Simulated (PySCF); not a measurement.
SMILES C=[CH][Ge]([F])([CH]=C)[CH2]C (GFN2-xTB optimised geometry):

```
19

C      0.674    -3.257     2.472
C     -0.239    -2.710     1.690
Ge     0.191    -1.776     0.000
F      1.979    -1.776     0.000
C     -0.209     0.160     0.000
C     -1.252     0.711    -0.595
C     -0.288    -2.754    -1.689
C      0.271    -2.072    -2.928
H      0.421    -3.762     3.393
H      1.720    -3.216     2.217
H     -1.286    -2.755     1.959
H      0.501     0.780     0.531
H     -1.433     1.776    -0.573
H     -1.979     0.123    -1.133
H     -1.374    -2.833    -1.753
H      0.107    -3.767    -1.605
H     -0.130    -1.065    -3.030
H      0.019    -2.637    -3.825
H      1.354    -1.999    -2.859
```

Computed with PySCF with B3LYP/def2-SVP.

**Question.** What are the frontier orbital energies and the dipole moment?

**Answer.** HOMO-2 -8.21 eV, HOMO-1 -7.66 eV, HOMO -7.43 eV, LUMO -0.64 eV, LUMO+1 -0.11 eV; dipole moment 2.50 D.

On the same geometry PBE/def2-SVP in PySCF gives HOMO-2 -7.07 eV, HOMO-1 -6.70 eV, HOMO -6.46 eV, LUMO -1.44 eV, LUMO+1 -0.94 eV; dipole moment 2.36 D.

Meta-Löwdin charges at B3LYP/def2-SVP: C1 -0.18, C2 -0.30, Ge3 0.96, F4 -0.50, C5 -0.29, C6 -0.19, C7 -0.35, C8 -0.27, H9 0.10, H10 0.11, H11 0.10, H12 0.11, H13 0.10, H14 0.09, H15 0.10, H16 0.11, H17 0.09, H18 0.10, H19 0.10.
